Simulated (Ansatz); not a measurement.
Geometry optimisation, Ansatz 0.2.0, UKS B3LYP/def2-SVP.

Input file:

```yaml
crystal:
  periodic: [false, false, false]
  atoms:
    - { symbol: B, position_ang: [-1.6958, 0.93448, 0.37273] }
    - { symbol: Si, position_ang: [-0.33579, -0.10518, -0.27082] }
    - { symbol: "N", position_ang: [1.33415, -0.32933, 0.04782] }
    - { symbol: F, position_ang: [-0.64206, -1.54546, -0.97098] }
    - { symbol: H, position_ang: [-2.24134, 1.9221, 0.09472] }
    - { symbol: H, position_ang: [1.87171, 0.37631, 0.5183] }
    - { symbol: H, position_ang: [1.70914, -1.25292, 0.20823] }
magnetization:
  spin_polarized: true
basis:
  gaussian: { orbitals: def2-SVP }
hamiltonian:
  xc: b3lyp
relax:
  f_tol: 0.02
  max_steps: 50
```

Command:

```bash
$ ansatz run input.yaml --threads 2 --pin off --max-ram 3072MiB --backend cpu --events-out ev --progress --plain --runs-dir out
```

Q: Where does it end, and by what steps?

A: The forces met the threshold. After 10 steps the energy has fallen by 0.139 eV; B1 moved furthest, 0.31 Å.

```tsv
step	energy less start (eV)	largest force component (eV/Å)	accepted
0	0.0000	1.166	yes
1	-0.0920	0.544	yes
2	-0.1179	0.165	yes
3	-0.1234	0.138	yes
4	-0.1291	0.284	yes
5	-0.1351	0.185	yes
6	-0.1362	0.170	yes
7	-0.1280	0.369	no
8	-0.1382	0.036	yes
9	-0.1379	0.169	no
10	-0.1387	0.010	yes
```

```xyz
7
Properties=species:S:1:pos:R:3
B -1.558 1.082 0.134
Si -0.353 -0.231 -0.228
N 1.291 -0.358 0.176
F -0.692 -1.658 -0.932
H -2.338 1.972 0.221
H 1.809 0.384 0.632
H 1.840 -1.192 -0.003
```

Whether the end is a true minimum wasn't checked by a vibrational analysis.

Time of the run: 40 s on 2 threads of Arm Neoverse V2, on a shared host, peak memory 0.21 GiB.
